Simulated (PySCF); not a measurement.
# Bond lengths and vibrations by method: BGeH4O cation

These are calculations, not measurements. They come from PySCF 2.14.0, an open-source quantum chemistry program, on an isolated molecule that a program drew, which may never have been made. The molecule is BGeH4O cation (charge +1, singlet), drawn as the SMILES string `[BH2][GeH+][OH]`.

The geometry was optimised and harmonic frequencies were computed with HF and MP2, all in the cc-pVDZ basis, for the commonest isotopes, with a restricted reference for singlets and an unrestricted one otherwise, and a frozen core in MP2. Germanium has the cc-pVDZ-PP basis, with a core potential (ECP10MDF) in place of its 10 inner electrons, and its 3s, 3p and 3d shells are frozen in MP2. Each result is a local minimum of its method.

Geometry at the HF minimum:
```xyz
7
BGeH4O cation, angstrom
B     1.0361    1.2061    0.9682
Ge    1.8448   -0.1588    2.3402
O     1.4064   -1.7788    2.0182
H    -0.0238    1.6655    1.2376
H     1.6846    1.4356    0.0019
H     2.7371    0.0148    3.5548
H     1.7014   -2.5045    2.5606
```

Lengths of the bonds as drawn, in Å (atoms numbered as above):
| bond | HF | MP2 |
|---|---|---|
| B1-Ge2 | 2.097 | 2.092 |
| Ge2-O3 | 1.709 | 1.742 |
| B1-H4 | 1.186 | 1.195 |
| B1-H5 | 1.186 | 1.195 |
| Ge2-H6 | 1.517 | 1.528 |
| O3-H7 | 0.953 | 0.977 |

Rotational constants, in GHz:
| constant | HF | MP2 |
|---|---|---|
| A | 17.66 | 16.96 |
| B | 5.981 | 5.972 |
| C | 4.655 | 4.601 |

Harmonic frequencies in cm^-1, each column in rising order, so a row needn't be the same motion in every method:
| rank | HF | MP2 |
|---|---|---|
| 1 | 161 | 155 |
| 2 | 170 | 158 |
| 3 | 391 | 366 |
| 4 | 523 | 526 |
| 5 | 569 | 582 |
| 6 | 733 | 692 |
| 7 | 756 | 712 |
| 8 | 851 | ? |
| 9 | 922 | 904 |
| 10 | 955 | 926 |
| 11 | 1204 | 1148 |
| 12 | 2315 | 2239 |
| 13 | 2763 | 2693 |
| 14 | 2907 | 2838 |
| 15 | 4079 | 3757 |

**Estimate the missing MP2 frequency from the HF column.**

A single factor s that minimises the squared misfit of MP2 against s times HF over the other rows is sum(HF x MP2) / sum(HF^2) = 0.9523, with an rms misfit of 46 cm^-1. For rank 8 it gives 0.9523 x 851 = 810 cm^-1. The calculation gives 806 cm^-1, 4 cm^-1 below the estimate. The drawn bonds are on average 1.1 % longer in MP2 than in HF.
